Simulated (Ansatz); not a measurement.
Cost and result for the atomization energy of CH6OSSi, SMILES `CS[SiH2]O` (10 atoms, 9 bonds).

Cartesian coordinates in Å:
```
C 1.018 0.770 1.138
S 0.036 -0.759 1.199
Si -0.502 -0.922 -0.844
O -1.451 0.314 -1.377
H 0.420 1.605 0.775
H 1.896 0.640 0.505
H 1.342 0.981 2.156
H -1.182 -2.239 -0.934
H 0.695 -0.849 -1.713
H -2.273 0.460 -0.906
```

The species carries charge 0 and has multiplicity 1. Geometry: relaxed with PBE0-D4/def2-TZVP. It is one conformer, not always the lowest. Program: Ansatz. All runs use 2 threads of an Arm Neoverse V1 on a shared host. Times are those of one run each, without the atoms' runs, and a repeat can differ threefold. Electronic energies, without spin–orbit coupling; frozen cores. CCSD(T)/CBS adds CCSD(T) − MP2 in def2-TZVPP to the MP2 limit, and its time is that of the two runs behind it. T1 = 0.011. HSE06 is the plane-wave form, built on full-range PBE exchange.

CCSD(T)/CBS is a level of theory with its own doubt, some kJ/mol a heavy atom from the limit and from the frozen cores, so smaller differences don't rank the functionals.

| level | functions | wall time |
| --- | --- | --- |
| LDA (SPW92)/def2-TZVPP | 230 | 1.8 s |
| revPBE-D4/def2-TZVPP | 230 | 3.1 s |
| PBE-D4/def2-TZVPP (with forces) | 230 | 3.8 s |
| CCSD(T)/def2-SVP | 94 | 4.3 s |
| PBE0-D4/def2-TZVPP | 230 | 4.5 s |
| BHLYP-D4/def2-TZVPP | 230 | 4.7 s |
| HSE06-D4/def2-TZVPP | 230 | 5 s |
| CAM-B3LYP-D4/def2-TZVPP | 230 | 5.5 s |
| B2PLYP/def2-TZVPP | 230 | 8 s |
| ωB97X-V/def2-TZVPP | 230 | 12 s |
| MP2/def2-QZVPP | 434 | 29 s |
| CCSD(T)/def2-TZVPP | 230 | 2.2 min |
| CCSD(T)/CBS(def2) | – | 2.7 min |

Question: What atomization energy does each give, and how far from CCSD(T)/CBS? (An estimate is asked.)

Answer: The calculation gave: 
```
                          level  atomization (kJ/mol)  difference from CCSD(T)/CBS  per bond
         LDA (SPW92)/def2-TZVPP                3976.1                        453.3      50.4
           revPBE-D4/def2-TZVPP                3466.3                        -56.5      -6.3
PBE-D4/def2-TZVPP (with forces)                3540.4                         17.6       2.0
               CCSD(T)/def2-SVP                3259.3                       -263.5     -29.3
             PBE0-D4/def2-TZVPP                3492.1                        -30.7      -3.4
            BHLYP-D4/def2-TZVPP                3415.9                       -106.9     -11.9
            HSE06-D4/def2-TZVPP                3494.4                        -28.4      -3.2
        CAM-B3LYP-D4/def2-TZVPP                3513.9                         -8.9      -1.0
              B2PLYP/def2-TZVPP                3464.9                        -57.9      -6.4
             ωB97X-V/def2-TZVPP                3527.1                          4.3       0.5
                 MP2/def2-QZVPP                3523.6                          0.8       0.1
             CCSD(T)/def2-TZVPP                3421.5                       -101.3     -11.3
              CCSD(T)/CBS(def2)                3522.8                          0.0       0.0
```

From BLYP to BHLYP (50 % exact exchange), in def2-TZVPP and without D4, the atomization energy moves by −50.9 kJ/mol: exact exchange takes away binding that semilocal exchange gives to molecules. In def2-TZVPP, CCSD(T) changes the Hartree–Fock value by +851.7 kJ/mol (the triples alone add +47.1 kJ/mol) and MP2 by +893.6 kJ/mol; breaking electron pairs costs correlation energy, which Hartree–Fock lacks. At CCSD(T), def2-SVP lies −263.5 kJ/mol from the extrapolated value and def2-TZVPP −101.4 kJ/mol: correlation converges slowly with the basis, and small sets miss more of it in the bonded molecule than in its fragments.
